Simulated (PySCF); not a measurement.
## Basis-set dependence of population analyses: `COC[SiH2][SiH3]`

Compound: C2H10OSi2.
Atom-mapped SMILES: `[CH3:1][O:2][CH2:3][SiH2:4][SiH3:5]` (hydrogens: H6, H7, H8 on C1; H9, H10 on C3; H11, H12 on Si4; H13, H14, H15 on Si5)

PBE0 throughout (PySCF), one geometry, spherical d and f functions. Geometry: PBE0-D3(BJ)/def2-SVP, one conformer, isolated molecule. Atoms taken as equivalent share a column and are averaged. The first 7 of 9 kinds of atom are listed.

Mulliken charges (e):

```
        basis  functions      C1      O2      C3     Si4     Si5  H6/H7/H8  H9/H10
     pcSseg-0         73  -0.294  -0.663  -0.555  +0.395  +0.085    +0.217  +0.240
       6-31G*         98  -0.256  -0.460  -0.277  +0.289  +0.129    +0.166  +0.169
      cc-pVDZ        128  +0.067  -0.324  -0.033  +0.176  +0.086    +0.037  +0.046
     def2-SVP        128  +0.117  -0.408  -0.057  +0.244  +0.162    +0.035  +0.051
6-311+G(2d,p)        211  -0.211  -0.258  -0.390  +0.297  +0.096    +0.139  +0.146
  aug-cc-pVDZ        213  +0.740  -0.411  +0.628  -0.383  -1.039    -0.190  -0.271
    def2-TZVP        227  -0.216  -0.268  -0.178  +0.139  +0.024    +0.118  +0.110
     IGLO-III        293  -0.241  -0.244  -0.282  +0.485  +0.489    +0.119  +0.115
      cc-pVTZ        298  -0.101  -0.260  -0.092  +0.145  +0.052    +0.076  +0.074
```

IAO charges (e):

```csv
basis,functions,C1,O2,C3,Si4,Si5,H6/H7/H8,H9/H10
pcSseg-0,73,-0.215,-0.362,-0.316,+0.349,+0.124,+0.135,+0.130
6-31G*,98,-0.193,-0.376,-0.306,+0.453,+0.265,+0.130,+0.122
cc-pVDZ,128,-0.192,-0.374,-0.305,+0.450,+0.261,+0.129,+0.121
def2-SVP,128,-0.183,-0.374,-0.303,+0.460,+0.273,+0.126,+0.119
"6-311+G(2d,p)",211,-0.202,-0.389,-0.319,+0.474,+0.284,+0.135,+0.127
aug-cc-pVDZ,213,-0.200,-0.387,-0.309,+0.452,+0.261,+0.134,+0.126
def2-TZVP,227,-0.199,-0.388,-0.319,+0.480,+0.289,+0.134,+0.126
IGLO-III,293,-0.202,-0.389,-0.320,+0.479,+0.288,+0.135,+0.127
cc-pVTZ,298,-0.201,-0.386,-0.317,+0.469,+0.277,+0.134,+0.126
```

Hirshfeld charges (e):

```tsv
basis	functions	C1	O2	C3	Si4	Si5	H6/H7/H8	H9/H10
pcSseg-0	73	-0.028	-0.142	-0.075	+0.243	+0.199	+0.037	+0.025
6-31G*	98	-0.023	-0.137	-0.071	+0.214	+0.183	+0.037	+0.035
cc-pVDZ	128	-0.036	-0.115	-0.082	+0.235	+0.200	+0.037	+0.030
def2-SVP	128	-0.037	-0.126	-0.083	+0.243	+0.207	+0.039	+0.031
6-311+G(2d,p)	211	-0.037	-0.142	-0.090	+0.240	+0.204	+0.041	+0.036
aug-cc-pVDZ	213	-0.044	-0.137	-0.094	+0.240	+0.201	+0.043	+0.036
def2-TZVP	227	-0.041	-0.134	-0.091	+0.237	+0.200	+0.042	+0.036
IGLO-III	293	-0.046	-0.139	-0.093	+0.242	+0.202	+0.043	+0.035
cc-pVTZ	298	-0.043	-0.127	-0.090	+0.236	+0.198	+0.041	+0.035
```

Some averages cover members that differ in this geometry, most widely: H6/H7/H8, Mulliken in aug-cc-pVDZ -0.330 to -0.107; H9/H10, Mulliken in aug-cc-pVDZ -0.324 to -0.219; H6/H7/H8, Mulliken in cc-pVTZ +0.060 to +0.104; H6/H7/H8, IAO in pcSseg-0 +0.123 to +0.161 e.

**Question.** Which scheme is steadiest as the basis changes?

**Answer.** Largest range over the bases for any column: Hirshfeld 0.03 e, IAO 0.16 e, Mulliken 1.53 e. Hirshfeld charges move least and Mulliken charges most, counted in e.

**Question.** How much do the charges still move between the two largest bases, IGLO-III and cc-pVTZ?

**Answer.** At most, over all atoms: Mulliken 0.437 e, IAO 0.011 e, Hirshfeld 0.011 e.

**Question.** What do the same runs give for the total energy, the frontier levels and the dipole moment?

**Answer.** 
```
        basis  energy (Eh)  HOMO (eV)  LUMO (eV)  μ (D)
     pcSseg-0    -734.9097      -7.47       0.63   2.08
       6-31G*    -735.9346      -7.46       0.66   1.83
      cc-pVDZ    -735.9789      -7.51       0.62   1.74
     def2-SVP    -735.6791      -7.59       0.56   1.83
6-311+G(2d,p)    -736.0424      -7.71      -0.04   1.72
  aug-cc-pVDZ    -735.9933      -7.69      -0.17   1.68
    def2-TZVP    -736.0559      -7.70       0.23   1.71
     IGLO-III    -736.0606      -7.70       0.22   1.69
      cc-pVTZ    -736.0568      -7.68       0.33   1.72
```

The dipole is fixed by the density alone, so its range of 0.40 D shows that the density itself changes with the basis, not only its division among atoms.
